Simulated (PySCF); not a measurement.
C3H4N2, SMILES [nH]1ccnc1.

Coordinates come from a r2SCAN-D4/def2-SVP optimisation.

Calculation: TDDFT-ωB97X/def2-SVPD in PySCF.

Vertical excitations. Gas-phase values at a fixed geometry. State labels are in the subgroup Cs.

```tsv
state	symmetry	energy (eV)	λ (nm)	f	main pairs
S1	A'	6.69	185	0.171	HOMO→LUMO+1 94 %
S2	A"	6.85	181	0.004	HOMO−1→LUMO+1 88 %
S3	A"	6.87	180	0.003	HOMO→LUMO 94 %
S4	A'	7.30	170	0.024	HOMO→LUMO+4 64 %, HOMO−2→LUMO+1 33 %
S5	A"	7.82	159	0.039	HOMO→LUMO+2 64 %, HOMO→LUMO+3 25 %
S6	A"	7.85	158	0.011	HOMO−1→LUMO+4 84 %
S7	A"	8.13	153	0.004	HOMO→LUMO+3 63 %, HOMO→LUMO+2 27 %
S8	A"	8.36	148	0.001	HOMO−2→LUMO 89 %
S9	A'	8.46	147	0.321	HOMO−2→LUMO+1 57 %, HOMO→LUMO+4 29 %
S10	A"	8.60	144	0.003	HOMO→LUMO+6 89 %
T1	A'	4.57	271	0	HOMO→LUMO+1 90 %
T2	A'	5.74	216	0	HOMO→LUMO+4 80 %
T3	A"	6.19	200	0	HOMO−1→LUMO+1 62 %, HOMO−1→LUMO+4 35 %
T4	A'	6.34	195	0	HOMO−2→LUMO+1 77 %
```
Triplets are in the Tamm–Dancoff approximation, which puts them higher than full response would, so one can lie above its singlet here.
